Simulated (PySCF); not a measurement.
# Vertical excitation energies

C₈H₆O.
InChI=1S/C8H6O/c1-3-7(2)8-5-4-6-9-8/h1,4-6H,2H2

Level of theory: TDDFT CAM-B3LYP/def2-SVPD, vertical, gas phase, core orbitals frozen in the response (PySCF 2.14.0, density-fitted response routines). Isolated species at its GFN2-xTB geometry (one conformer only). Torsions of this conformer, `[CH:1]#[C:2][C:3](=[CH2:4])[c:5]1[cH:6][cH:7][cH:8][o:9]1`: C2–C3–C5–C6 0°.

```
state  E (eV)  λ (nm)  ν̃ (cm⁻¹)       f  symmetry  main configurations (H = HOMO, L = LUMO)
   S1    4.74   261.6      38220   0.364        A′                                 H→L (97%)
   S2    5.63   220.2      45410  0.0001         –                H-3→L (84%), H-3→L+2 (10%)
   S3    5.75   215.8      46350   0.157        A′                               H-1→L (86%)
   S4    6.09   203.7      49090  0.0042        A″                               H→L+1 (71%)
   S5    6.29   197.2      50720   0.065        A′                  H→L+2 (70%), H-2→L (19%)
   S6    6.36   194.8      51330  0.0029        A″   H-1→L+5 (17%), H→L+1 (17%), H→L+5 (17%)
   S7    6.42   193.2      51770   0.069        A′     H-2→L (54%), H→L+2 (23%), H→L+7 (17%)
   S8    6.83   181.5      55080  0.0087        A″                               H→L+3 (65%)
```

Triplets, Tamm–Dancoff:

```json
{"state": "T1", "E (eV)": "2.75", "λ (nm)": "450.8", "main configurations (H = HOMO, L = LUMO)": "H→L (88%)"}
{"state": "T2", "E (eV)": "4.05", "λ (nm)": "305.9", "main configurations (H = HOMO, L = LUMO)": "H-1→L (55%), H→L+2 (34%)"}
{"state": "T3", "E (eV)": "5.02", "λ (nm)": "246.9", "main configurations (H = HOMO, L = LUMO)": "H-2→L (33%), H→L+7 (22%), H→L+2 (11%)"}
```

The lowest singlet lies at 4.74 eV (262 nm, ultraviolet) and is strong; its leading configuration is HOMO→LUMO (97%). The lowest level is also the most intense of those listed (f = 0.364). Löwdin shares by element: HOMO carbon 64% or more (atoms not listed hold the other 36%); LUMO carbon 60% or more (atoms not listed hold the other 40%). Of the 8 states listed, 4 reach f = 0.01 and 1 stays under 0.0005. Weighted by f, the mean energy of these states is 5.34 eV. The listed states span 2.09 eV, and the widest gap between neighbours is 0.89 eV (S1 to S2). Symmetry labels in Cs follow from the direction of the transition dipole and are given only for states with f of 0.002 or more. Only the lowest 8 singlets were computed, as vertical energies without vibronic structure.

On one thread of an Arm Neoverse V2, shared host, this took 58 s wall.
